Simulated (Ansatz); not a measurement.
Spectroscopic constants of MoF+, multiplicity 5 (lowest of 2S+1 = 1, 3, 5, 7, 9 at CCSD(T)/def2-TZVPP on PBE0 minima; our sources give no spin for the ground state, which may be another). No spin–orbit coupling.

The constants come from a fifth-degree fit in 1/R (seven points, main isotopes). In def2 and cc sets the state is the lowest found near the PBE0 minimum, followed along R.

The values were computed with Ansatz (a program for electronic structure) with Gaussian orbitals. Values without a source in brackets are computed. In def2 rows elements past Kr take small-core potentials, without spin–orbit coupling.

Energies at r2SCAN/def2-TZVPP:

```
R (Å)       E (hartree)
--------  -------------
1.698150  -167.73996879
1.743799  -167.74795777
1.785796  -167.75193351
1.833271  -167.75331026
1.880747  -167.75206784
1.935526  -167.74814504
1.999435  -167.74111150
```

Problem. With a reduced mass of 15.9109 u, find the minimum, the force constant and the constants.

Solution. A fifth-degree polynomial in 1/R puts the minimum at r_e = 1.8325 Å with force constant 506 N/m. Then ω_e = (1/2πc)√(k/μ) = 735 cm⁻¹ and B_e = h/(8π²cμr_e²) = 0.3155 cm⁻¹; the cubic and quartic terms give α_e = 0.0018 and ω_e x_e = 3.1 cm⁻¹.
